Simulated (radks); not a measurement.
Task: Calculated with a radial shooting solver on a logarithmic mesh with Libxc functionals: Dirac Kohn-Sham, PBE, spin-unpolarised, spherical densities, finite nucleus; open shells are shared between the two j in proportion to 2j + 1; Fermi nuclear charge, rms radius of each element as measured or else 0.836 A^(1/3) + 0.57 fm. Each species is in its NIST ground configuration. Rank Si+, C+, Pb+, Sn+, Ge+ by Delta-SCF ionisation energy (eV), largest first.

Result: C+ 24.156, Si+ 15.993, Ge+ 15.442, Sn+ 13.971, Pb+ 13.608.
